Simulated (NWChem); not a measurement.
# GeNH$_{5}$O; SMILES [NH2][GeH2][OH]

```xyz
8

Ge    -0.3274     0.0214     0.0000
N      0.6379    -1.5170     0.0000
O      0.7991     1.4122     0.0000
H     -1.1832     0.0507     1.2808
H     -1.1832     0.0507    -1.2808
H      1.2125    -1.6596    -0.8261
H      1.2125    -1.6596     0.8261
H      0.3529     2.2657     0.0000
```
Atoms are numbered in this order, from 1.

Level: PBE0/def2-SVP (NWChem), optimised geometry, unscaled harmonic frequencies. 

Problem. List the harmonic frequencies with IR intensities, and the thermochemistry.

Solution. 
```tsv
frequency (cm⁻¹)	IR intensity (km/mol)
74	39.7
230	24.9
232	108.6
511	56.0
543	174.9
696	100.7
705	8.0
722	87.7
805	123.8
872	117.2
894	32.5
920	32.5
1553	21.2
2154	183.4
2158	89.2
3581	18.3
3680	26.7
3904	54.5
```

```json
{
 "zero_point_energy": "34.6 kcal/mol",
 "thermal correction to the enthalpy at 298.15 K (with zero-point energy)": "38.8 kcal/mol",
 "heat capacity Cv": "18.6 cal/(mol K)",
 "entropy at 298.15 K and 1 atm (symmetry number 1)": "74.5 cal/(mol K)",
 "dipole_moment": "0.55 D"
}
```

Rigid rotor and harmonic oscillator; modes under 100 cm⁻¹ make the entropy uncertain.
